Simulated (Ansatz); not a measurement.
Relaxation of C2H5BN (9 atoms, charge -1, multiplicity 1), to a largest force component of 0.02 eV/Å in at most 50 steps.

These are results of Ansatz, RKS LDA/def2-SVP, not measurements.

```xyz
9
Properties=species:S:1:pos:R:3:forces:R:3
B -0.106 1.251 -0.167 0.24 -0.57 -0.21
C 0.289 -0.181 0.041 -0.74 -1.33 1.48
C 0.899 -0.949 -0.924 0.03 0.21 -0.67
N -0.312 -0.941 1.147 0.86 1.12 -0.28
H 0.502 1.976 -0.896 0.58 0.51 -0.46
H -1.140 1.704 0.264 -0.74 0.20 0.26
H 1.458 -0.282 -1.646 0.10 0.08 0.12
H -0.312 -1.930 0.889 0.13 -0.45 -0.38
H -1.277 -0.648 1.292 -0.46 0.24 0.13
```

**Question.** Where does it end, and by what steps?

**Answer.** It converged. Limits of this set-up: an anion without diffuse functions, the dipole of an ion depends on the origin. After 14 steps the energy has fallen by 0.495 eV; H6 moved furthest, 1.19 Å. Joined: B1–C3.

| step | energy less start (eV) | largest force component (eV/Å) | accepted |
| --- | --- | --- | --- |
| 0 | 0.0000 | 1.481 | yes |
| 1 | -0.1200 | 1.382 | yes |
| 2 | -0.2095 | 1.084 | yes |
| 3 | -0.2835 | 0.998 | yes |
| 4 | -0.3805 | 0.977 | yes |
| 5 | -0.4148 | 0.782 | yes |
| 6 | -0.4144 | 0.832 | no |
| 7 | -0.4520 | 0.117 | yes |
| 8 | -0.4647 | 0.117 | yes |
| 9 | -0.4763 | 0.239 | yes |
| 10 | -0.4801 | 0.336 | yes |
| 11 | -0.4900 | 0.371 | yes |
| 12 | -0.4945 | 0.078 | yes |
| 13 | -0.4950 | 0.080 | yes |
| 14 | -0.4953 | 0.018 | yes |

```xyz
9
Properties=species:S:1:pos:R:3
B 0.027 1.123 -0.396
C 0.095 -0.287 0.179
C 0.619 -0.652 -0.997
N -0.201 -1.059 1.298
H 0.935 1.960 -0.221
H -1.017 1.576 -0.913
H 0.865 0.161 -1.747
H -0.249 -2.062 1.044
H -1.073 -0.761 1.752
```

Whether the end is a true minimum wasn't checked by a vibrational analysis.

Run time: 25 s on 1 thread of Arm Neoverse V1, on a shared host, peak memory 0.12 GiB.
